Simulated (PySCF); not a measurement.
Species: H₈P₄Si.
SMILES with atom numbers: `[PH2:1][Si:2]([PH2:3])([PH2:4])[PH2:5]` (hydrogens: H6, H7 on P1; H8, H9 on P3; H10, H11 on P4; H12, H13 on P5)

Torsions of this conformer, `[PH2:1][Si:2]([PH2:3])([PH2:4])[PH2:5]`: H–P1–Si2–P3 -75°, H–P1–Si2–P3 -168°, H–P3–Si2–P1 -68°, H–P3–Si2–P1 -162°, H–P4–Si2–P1 -78°, H–P4–Si2–P1 -171°, H–P5–Si2–P1 51°, H–P5–Si2–P1 -43°.

The closed-shell ground state was solved at several levels (PySCF, density fitting, gas phase, non-relativistic). Geometry: PBE0-D3(BJ)/def2-TZVP; no solvent, vibrations or thermal averaging.

| level | basis functions | HOMO (eV) | LUMO (eV) | gap (eV) | dipole (D) |
| --- | --- | --- | --- | --- | --- |
| wB97X-D/pcSseg-2 | 327 | -8.92 | 0.83 | 9.75 | 1.23 |
| KT3/pcSseg-2 | 327 | -6.17 | -1.56 | 4.61 | 1.04 |
| PBE0/pcSseg-2 | 327 | -7.16 | -0.81 | 6.35 | 1.18 |

**Question.** What might B97-2/pcSseg-2 (327 basis functions) give for the same quantities?

**Answer.** HOMO -6.94 eV, LUMO -0.80 eV, gap 6.14 eV, dipole 1.16 D.

**Question.** Over all these levels, which gives the widest orbital gap and which the narrowest?

**Answer.** wB97X-D/pcSseg-2 (range-separated hybrid) has the widest, 9.75 eV, and KT3/pcSseg-2 (GGA) the narrowest, 4.61 eV. From the narrowest to the widest the HOMO moves by -2.75 eV and the LUMO by +2.39 eV.

**Question.** In the pcSseg-2 basis, how does the gap go with the fixed share of exact exchange?

**Answer.** KT3 (0 %) 4.61 eV; B97-2 (21 %) 6.14 eV; PBE0 (25 %) 6.35 eV. Each rise in the share widens the gap here.

**Question.** How far do the dipole and the HOMO energy spread over the levels?

**Answer.** The dipole runs from 1.04 to 1.23 D (mean 1.15 D) and the HOMO from -8.92 to -6.17 eV.
